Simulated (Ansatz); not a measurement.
Reaction (redistribution): `CO[Si](N)(F)F` + `N[SiH2]C[SiH2]Cl` → `N[SiH2]C[Si](N)(F)F` + `CO[SiH2]Cl`

Program: Ansatz. Geometries: PBE0-D4/def2-TZVP. ΔE: electronic, gas phase. CBS: MP2 limit from def2 TZ/QZ plus the TZ coupled-cluster correction, frozen cores. DFT in def2-TZVPP. B3LYP here is the variant with VWN-RPA as its local correlation; programs differ in this. Each species was taken in one conformer, which may not be the lowest.

```csv
level,ΔE (eV)
B3LYP,-0.01
CCSD/def2-TZVPP,0.00
```

(1) What does CCSD(T)/CBS give? (An estimate is asked.)

Largest T1 diagnostic among the species: 0.011.

Results:

(1) Computed: -0.01 eV. The listed levels differ from it by 0.00, 0.01 eV.

In def2-TZVPP, CCSD(T) changes the Hartree–Fock value by −0.11 eV (the triples alone add −0.02 eV) and MP2 by −0.12 eV. The D4 term adds −0.05 eV with B3LYP and −0.03 eV with PBE0; it sums over pairs of atoms, weighted by their polarisabilities, and B3LYP, whose exchange is more repulsive, gets the larger term.
